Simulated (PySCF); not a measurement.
C₃H₃F₄, SMILES F[C](F)CC(F)F, multiplicity 2. Atoms are numbered in the order given.

```xyz
10

F      2.3007    -0.8654    -0.3065
C      1.2533    -0.0383    -0.2111
F      1.5936     1.0794     0.4549
C     -0.0197    -0.6759     0.2450
C     -1.2155     0.2634     0.1757
F     -1.4488     0.6297    -1.1188
F     -2.3223    -0.3872     0.6429
H     -0.2333    -1.5609    -0.3867
H      0.0861    -1.0316     1.2981
H     -1.0692     1.1896     0.7777
```
Charge 0, spin multiplicity 2.

Coordinates come from a PBE-D3(BJ)/def2-SVP optimisation. The isomer is the one that the SMILES or the coordinates give; other isomers of the formula were not compared. One conformer was computed; it need not be the lowest.

These are PBE-D3(BJ)/def2-SVP in PySCF values and carry that method's errors.

No scaling factor is applied to the harmonic values.

Computed harmonic wavenumbers and intensities:
| mode | ν (cm⁻¹) | IR (km/mol) | moving atoms (share of kinetic energy) |
|---|---|---|---|
| 1 | 51 | 0.5 | F 91 % |
| 2 | 94 | 3.6 | F 57 %, C 30 %, H 13 % |
| 3 | 145 | 2.1 | F 80 %, C 17 % |
| 4 | 332 | 1.4 | F 87 %, C 12 % |
| 5 | 349 | 0.4 | F 54 %, H 25 %, C 22 % |
| 6 | 463 | 2.2 | C 56 %, F 28 %, H 16 % |
| 7 | 501 | 20.3 | F 50 %, C 30 %, H 20 % |
| 8 | 541 | 6.9 | F 53 %, C 28 %, H 18 % |
| 9 | 574 | 1.2 | F 78 %, C 18 % |
| 10 | 862 | 10.8 | H 40 %, C 37 %, F 23 % |
| 11 | 905 | 20.7 | C 52 %, F 28 %, H 20 % |
| 12 | 1046 | 3.8 | C 60 %, H 31 %, F 9 % |
| 13 | 1084 | 191.3 | C 52 %, F 31 %, H 17 % |
| 14 | 1116 | 118.8 | C 53 %, H 29 %, F 19 % |
| 15 | 1176 | 73.0 | H 46 %, C 40 %, F 13 % |
| 16 | 1201 | 23.3 | H 50 %, C 38 %, F 12 % |
| 17 | 1245 | 153.0 | C 65 %, H 19 %, F 16 % |
| 18 | 1315 | 45.1 | C 49 %, H 43 %, F 8 % |
| 19 | 1361 | 38.8 | H 72 %, C 26 % |
| 20 | 1377 | 4.1 | H 87 %, C 12 % |
| 21 | 1382 | 130.0 | C 50 %, H 48 % |
| 22 | 2931 | 10.3 | H 94 % |
| 23 | 2984 | 37.3 | H 92 %, C 8 % |
| 24 | 3059 | 1.2 | H 91 %, C 9 % |
